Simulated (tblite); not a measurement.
Species: C3H6F2Si (charge +1 and doublet state).
Atom-mapped SMILES: `[F:1][CH2:2][C+:3]([F:4])[CH:5][SiH3:6]` (hydrogens: H7, H8 on C2; H9 on C5; H10, H11, H12 on Si6)

Computed geometry: GFN2-xTB, gas phase. This method treats the open shell by occupation alone, without spin polarisation.

Problem. List the bond lengths, angles and torsions at this level.

Solution. 
```
        bond  length (Å)
       F1–C2       1.361
       C2–C3       1.485
       C3–F4       1.321
       C3–C5       1.352
      C5–Si6       1.902
C2–H7, C2–H8       1.102
       C5–H9       1.084
     Si6–H10       1.504
     Si6–H11       1.458
     Si6–H12       1.472
```

Bonds in one row agree within 0.01 Å and their mean is given. A selection of angles:
```
      angle  degrees
   F1–C2–C3    110.1
   F1–C2–H7    108.4
   C3–C2–H7    110.9
   H7–C2–H8    107.6
   C2–C3–F4    112.7
   C2–C3–C5    127.6
   F4–C3–C5    119.6
  C3–C5–Si6    126.4
   C3–C5–H9    116.0
  Si6–C5–H9    117.6
 C5–Si6–H10     94.0
 C5–Si6–H11    105.2
 C5–Si6–H12    118.8
H10–Si6–H11    121.6
H10–Si6–H12    102.3
H11–Si6–H12    114.2
```

Dihedral angles: F1–C2–C3–F4 179° (antiperiplanar); C2–C3–C5–Si6 8° (synperiplanar). The mirror-image conformer, all signs reversed, is as good.

C3 (carbon bonded to 2 C and F) is planar (angles 127.6°, 119.6° and 112.7°, sum 359.9°, 0.02 Å off the plane of its three neighbours). The C–F distances run from 1.321 Å (C3–F4, drawn single) to 1.361 Å (F1–C2, drawn single), a spread of 0.040 Å. Of the pairs four or more bonds apart, F1···Si6 is among the closest relative to their van der Waals radii: 2.79 Å, 78 % of the sum of Bondi's values. The 2 C–C bonds span 1.352 Å (C3–C5, drawn single) to 1.485 Å (C2–C3, drawn single), a spread of 0.133 Å. Si6 (silicon bonded to C and 3 H) has angles from 94.0° to 121.6°. C5 (carbon bonded to C, Si and H) is planar (angles 126.4°, 117.6° and 116.0°, sum 360.0°, 0.01 Å off the plane of its three neighbours).

Its GFN2-xTB frequencies are all real (lowest 102 cm⁻¹).
